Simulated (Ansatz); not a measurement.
`F[SiH](F)[Si](Cl)(Cl)Cl` → `Cl[Si](Cl)Cl`• + `F[SiH]F`• at 298.15 K and 1 bar (homolysis of the Si–Si bond).

Program: Ansatz. Geometries: PBE0-D4/def2-TZVP. ΔE: electronic, gas phase. CCSD(T)/CBS is the MP2 limit (def2-TZVPP, def2-QZVPP) plus CCSD(T) − MP2 in def2-TZVPP, frozen cores. This one scheme is used for every species. No spin–orbit coupling; open shells (•) take unrestricted orbitals. Each species was taken in one conformer, which may not be the lowest.

```json
{"species": "`F[SiH](F)[Si](Cl)(Cl)Cl`", "CCSD(T)/CBS energy (Eh)": "-2157.97114", "H − E (kJ/mol)": "83.7", "S (J/(mol·K))": "430.1"}
{"species": "`Cl[Si](Cl)Cl`•", "CCSD(T)/CBS energy (Eh)": "-1668.51123", "H − E (kJ/mol)": "29.3", "S (J/(mol·K))": "320.0"}
{"species": "`F[SiH]F`•", "CCSD(T)/CBS energy (Eh)": "-489.33046", "H − E (kJ/mol)": "46.2", "S (J/(mol·K))": "272.0"}
```

H − E and S are ideal-gas, rigid-rotor, harmonic terms from PBE0-D4/def2-TZVP, for one conformer and one mirror image of each species, with the whole ground term of open shells counted as degenerate. 1 Eh = 2625.50 kJ/mol, R = 8.31446 J/(mol·K).

Task: By hand: ΔE, ΔH, ΔS and ΔG.

Result: ΔE = (-1668.51123) + (-489.33046) − (-2157.97114) = 0.12945 Eh = 339.9 kJ/mol. Δ(H − E) = 29.3 + 46.2 − 83.7 = -8.2, so ΔH = 331.7 kJ/mol. ΔS = 320.0 + 272.0 − 430.1 = 161.9 J/(mol·K). ΔG = 331.7 − 298.15 × (161.9)/1000 = 283.4 kJ/mol.

Task: By hand: the equilibrium constant, and the temperature at which ΔG would vanish if ΔH and ΔS stayed fixed.

Result: log₁₀ K = −ΔG/(RT ln 10) = -49.6. ΔG = 0 at ΔH/ΔS = 2049 K.

The number of gas molecules changes by +1, which sets the sign of ΔS. A doubt of 5 kJ/mol in ΔE shifts log₁₀ K by 0.9 here. Other conformers and mirror images would add mixing entropy, several J/(mol·K) or more a flexible species. Modes under 60 cm⁻¹, often nearly free rotors, make the harmonic entropy too high. These are equilibria of isolated gas molecules and say nothing of rates. Largest T1 diagnostic: 0.014 (customary marks: 0.02 for closed shells, 0.045 for open ones).
